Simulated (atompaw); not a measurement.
## Before and after: PAW (atompaw) potential for phosphorus (P)

P, PAW, made with atompaw 4.2.0.5 (LDA (PW92), non-relativistic). Core [Ne], reference 3s2 3p2.75 (charge +0.25). Waves: 3s (bound): rc 1.60 bohr; 3s channel at 1.2 Ry: rc 1.60 bohr; 3p (bound): rc 1.60 bohr; 3p channel at 0.5 Ry: rc 1.60 bohr. Local part: bessel scheme, radius 1.10 bohr. Core correction: smooth core density matched at 1.00 bohr. Augmentation charge: besselshape compensation charge, radius 1.35 bohr; PAW radius 1.60 bohr; waves and projectors: custom polynom2 7 10 vanderbiltortho.

Change: local potential bessel scheme, radius 1.00 bohr.

Cutoffs: the cutoffs (Ry, on a coarse ladder) from which the occupation-weighted sum of valence levels, in a spherical-Bessel basis at the reference potential, stays within 10 and 1 mRy of its value at 400 Ry; they do not see the model core or the augmentation charge, which bear on the density cutoff.

Problem. What does the change do?

Solution. The potential gets neither clearly harder nor softer (12 Ry and 18 Ry → 12 Ry and 18 Ry); a bound ghost appears in s, which as a rule spoils a file; the range in which the s phases agree widens (upper end -0.2 → at the end of the scan). A state that the projectors do not describe sees the local part alone, so a deeper or shallower local part can create or remove a ghost.

```csv
quantity,base,changed
"cutoff, loose",12 Ry,12 Ry
"cutoff, tight",18 Ry,18 Ry
loose cutoff by channel (10 mRy a level),"s 8 Ry, p 8 Ry","s 6 Ry, p 8 Ry"
bound ghosts,none,s
s: phases at 1.61 bohr within 0.05 rad from the reference energy up to (Ry; the scan ends near 5),-0.2,to the end of the scan
p: phases at 1.61 bohr within 0.05 rad from the reference energy up to (Ry; the scan ends near 5),to the end of the scan,to the end of the scan
lowest overlap eigenvalue by channel,"s 0.05, p 0.58","s 0.02, p 0.57"
```

 A true bound ghost makes a file unfit for plane-wave use even where its test errors are small: the radial tests pick states by their node count and pass the ghost by. The cutoffs see the waves, projectors and local potential, not the compensation charge or the core.
